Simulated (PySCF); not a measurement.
Be2H2, SMILES [BeH][BeH].

The structure is a stationary point at PBE0-D3(BJ)/def2-TZVPD.

Two levels are set side by side: PBE/def2-TZVPD (PySCF) and M06-2X/def2-TZVPD (PySCF). Same geometry, gas phase. Differences are taken from unrounded values.

```csv
quantity,PBE
orbital gap (eV),3.22
highest occupied level (eV),-5.96
lowest empty level (eV),-2.74
mean polarisability (bohr³),42.6
```

These are the PBE values. What does M06-2X give? (Estimate from the structure and the level; the computed values follow.)


```tsv
quantity	M06-2X	PBE minus M06-2X
orbital gap (eV)	7.03	-3.81
highest occupied level (eV)	-8.06	2.09
lowest empty level (eV)	-1.03	-1.72
mean polarisability (bohr³)	40.1	2.5
```

PBE's occupied levels lie high since its potential decays too fast outside the molecule; exact exchange lowers them and widens the gap. PBE's more diffuse valence density responds more strongly to a field. Differences between two approximate levels are no errors against the true value.

Rough cost on one machine, each run with all the roots and properties that it gave: M06-2X against PBE about 3 times.
